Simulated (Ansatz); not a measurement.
Job for Ansatz (a program for electronic structure): R-BLYP/def2-TZVPPD on GeH4 (SMILES [GeH4]). Files ending in .json are basis or fitting sets from the Basis Set Exchange.

Ansatz 0.2 input:
```yaml
crystal:
  periodic: [false, false, false]
  atoms:
    - {symbol: Ge, position_ang: [0.14165268, -0.05905354, 3.35462976]}
    - {symbol: H, position_ang: [0.51979994, -0.38047806, 4.80891130]}
    - {symbol: H, position_ang: [-0.53915875, -1.28224157, 2.72325208]}
    - {symbol: H, position_ang: [1.41159912, 0.28368174, 2.56210212]}
    - {symbol: H, position_ang: [-0.82040770, 1.13657981, 3.32684492]}
basis:
  gaussian:
    orbitals: def2-TZVPPD.json
hamiltonian:
  xc: {name: BLYP}
scf: {lower_state_search: off}
```

The head of its log:

```
WARN ansatz: RAYON_NUM_THREADS=2 ignored (pool sized by the plan → 2); use --threads N
Functional definition: BLYP
these checks for a lower state are left out or cut short: stability, starts, cluster_reference, orbital_swaps, neighbouring_geometries, increment
integrals: 0.03 GiB planned
609 factors; their error is unknown
mean field: 0.30 GiB planned
mean field evaluation 1: about -56583.1832 eV, gradient 2.8e1 eV
mean field evaluation 2: about -56583.6439 eV, gradient 3.1e1 eV
```

### Question
What total energy does the run end on?

### Answer
-2079.4325 hartree.
